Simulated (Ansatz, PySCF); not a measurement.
Gas-phase reaction in SMILES: CCCC=O + 5 [H][H] (H2) → 4 C (CH4) + O (H2O)
Geometries: B3LYP-D3(BJ)/def2-TZVP minima from Ansatz (an electronic-structure program), one conformer each, not searched for the lowest. Frequencies are from Ansatz or PySCF.

Wanted: energy of full hydrogenation (enthalpy at 298 K, with B3LYP-D3(BJ) rigid-rotor harmonic-oscillator terms), in kcal/mol. Correlated levels leave the core frozen unless marked. No spin-orbit coupling. No relativistic terms. CBS marks a two-point X^-3 extrapolation of the correlation energy; Hartree-Fock from the larger set. The bracket is a focal-point correction in the basis named.

From measured enthalpies of formation at 298 K: -80.1 kcal/mol (CCCC=O -48.9, CRC Handbook; [H][H] (H2) 0.0, ATcT 1.112; C (CH4) -17.8, ATcT 1.112; O (H2O) -57.8, ATcT 1.112). It holds spin-orbit effects, and any other conformers, which the calculations lack, and core correlation, which the frozen-core levels lack. This is an older compilation, not checked against later work.

| level | program | energy of full hydrogenation (kcal/mol) | error against measurement |
|---|---|---|---|
| HF-D4/def2-TZVPD | PySCF + dftd4 | -79.4 | 0.7 |
| revPBE-D4/def2-TZVPD | Ansatz + dftd4 | -68.7 | 11.4 |
| PBE0-D3(BJ)/def2-TZVPD | Ansatz + dftd3 | -81.5 | -1.4 |
| TPSSh-D4/def2-TZVPD | PySCF + dftd4 | -71.8 | 8.3 |
| CCSD/6-31G* | Ansatz | -63.2 | 16.9 |
| CCSD/cc-pVTZ | Ansatz | -82.1 | -2.0 |
| RI-MP2/CBS(cc-pVTZ,cc-pVQZ)+[CCSD(T)-MP2]/cc-pVTZ | Ansatz | -79.5 | 0.6 |
